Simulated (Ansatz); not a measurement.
Total energies of Hg(OH)2 (HgO2H2) from Ansatz at r2SCAN-D4/def2-TZVP, gas phase (1 Eh = 27.2114 eV = 2625.5 kJ/mol). The reference geometry is relaxed at r2SCAN-D4/def2-TZVP.

```csv
state,geometry,energy (Eh)
charge 0 singlet,reference,-305.18521
charge 1 doublet,reference,-304.80846
free Hg atom (singlet),–,-153.58388
free O atom (triplet),–,-75.05861
free H atom (doublet),–,-0.49993
```

In the def2 sets Hg takes a core potential; there is no spin–orbit coupling.

Problem. Work out the vertical ionisation energy to the doublet.

Solution. E(charge 1 doublet) − E(charge 0 singlet) = -304.80846 − (-305.18521) = 0.37675 Eh = 10.25 eV. For comparison, −ε of the highest occupied level is 6.96 eV at this level, 3.29 eV less.

Problem. What is the binding energy per atom against free atoms?

Solution. Atoms: 1 × (-153.58388) + 2 × (-75.05861) + 2 × (-0.49993) = -304.70096 Eh. Binding: -304.70096 − (-305.18521) = 0.48425 Eh = 13.18 eV, or 2.64 eV for each of 5 atoms (no zero-point energy, no counterpoise term).
